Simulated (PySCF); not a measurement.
A thermochemical cycle for CaCl

r²SCAN in PySCF with x2c-SVPall on every atom, spin-free X2C, for the lowest determinant that a PBE0 search found; no spin–orbit coupling. CaCl, a doublet (σ ↑), has De = 4.70 eV to neutral atoms, and CaCl⁺, a singlet (closed shell), has De = 4.72 eV to Ca⁺ + Cl.

At the same level the Ca atom ionises at 5.87 eV.

Task: What is the adiabatic ionisation energy of the molecule, and does ionisation strengthen or weaken the bond?

Result: IE = IE(Ca) + De(neutral) − De(ion) = 5.87 + 4.70 − 4.72 = 5.85 eV. De changes by +0.02 eV, so ionisation hardly changes the bond energy.

For an ion De counts to the pair picked by the measured ionisation energies or electron affinities, which need not be the lowest pair at this level. States were picked by a PBE0 search and need not be the measured ground states.
